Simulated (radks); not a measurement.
The numbers below are computed, except where a source is named.
Question: The zinc ion Zn+, [Ar] 3d10 4s1. Code: a radial shooting solver on a logarithmic mesh with Libxc functionals. Model: non-relativistic Kohn-Sham, PBE, spin-polarised, spherical densities, point nucleus. Every spin shell is full or empty, so the densities are truly spherical. Functionals are evaluated on that one density, not self-consistently. Rank these exchange functionals by their error against the exact value of the orbitals, and give that value: LDA, PBE, PBEsol, RPBE, PW91, PW86, OPTX, WC, SOGGA, G96, TPSS, SCAN, MS2, TASK, MVS.

Answer: Exact: -69.3147 hartree. From best to worst, with 100 (|E| - |E exact|)/|E exact| (equal figures are ties): MS2 -0.08, PBE -0.10, RPBE +0.21, MVS +0.22, TPSS +0.30, PW91 +0.34, SCAN +0.46, PW86 +0.48, G96 +0.62, WC -0.74, OPTX +1.01, PBEsol -2.38, SOGGA -2.40, TASK -2.43, LDA -5.68.
